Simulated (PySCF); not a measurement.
Distorted geometries of [Ce(NH)(H2O)2]+

[Ce(NH)(H2O)2]+ (singlet in the valence; each metal's 4f electrons, 1 of them, lie in its core potential, out of spins and levels). PySCF 2.14.0, RKS BP86, Ce lcecp-1-SVP with ECP47, N def2-SVP, H def2-SVP, O def2-SVP; non-relativistic Hamiltonian with scalar-relativistic core potentials where named; density fitting; no spin-orbit coupling. Relaxed geometry:

```xyz
9

Ce    0.2476    0.0000   -1.0492
N     1.8955   -0.0001    0.0415
H     2.7689   -0.0001    0.5913
O    -0.4255    2.2608   -0.1377
H     0.2194    2.6307    0.5005
H    -1.1462    2.9189   -0.2046
O    -0.4257   -2.2608   -0.1377
H     0.2192   -2.6307    0.5005
H    -1.1464   -2.9188   -0.2046
```

**Question.** Order these distorted geometries by energy above the relaxed one, lowest first.
A.
```xyz
9

Ce    0.2625    0.0429   -0.9896
N     1.8934   -0.0538    0.0415
H     2.7111   -0.0075    0.5725
O    -0.3811    2.2703   -0.0855
H     0.2337    2.6467    0.5178
H    -1.1877    2.8964   -0.2250
O    -0.4645   -2.2917   -0.1830
H     0.2702   -2.6031    0.4500
H    -1.1309   -2.9002   -0.1988
```
B.
```xyz
9

Ce    0.2145    0.0568   -0.9882
N     2.0225   -0.0948    0.1777
H     2.8308   -0.1708    0.4796
O    -0.5405    2.3592   -0.2235
H     0.2166    2.5998    0.4221
H    -1.2204    3.0450   -0.1832
O    -0.4627   -2.2625   -0.2889
H     0.2765   -2.5718    0.6913
H    -1.1305   -2.9609   -0.1872
```
C.
```xyz
9

Ce    0.2612    0.0446   -1.0523
N     1.8944   -0.0341    0.0196
H     2.6932    0.0229    0.5944
O    -0.4369    2.2836   -0.1166
H     0.2313    2.6065    0.4795
H    -1.0798    2.9014   -0.2113
O    -0.4136   -2.2941   -0.1168
H     0.1750   -2.6408    0.5306
H    -1.1181   -2.8899   -0.2273
```

**Answer.** C (0.41 eV), A (0.45 eV), B (2.40 eV).

**Question.** Which forces (eV/Å) act in the one that lies 0.45 eV up?

**Answer.** 
```
Ce  -1.33 -0.41 -0.99
N   -1.10  0.00 -0.58
H    2.36  0.01  1.48
O   -3.07  0.15 -1.84
H    1.16  1.17  1.42
H    1.87 -1.09  0.54
O    4.80  3.15  0.96
H   -1.34  0.29 -1.02
H   -3.34 -3.27  0.04
```
Forces carry noise of the integration grid, about 0.01 to 0.03 eV/Å.

An lcecp potential fixes the number of 4f electrons, so in runs with it no electron can move into or out of that shell.
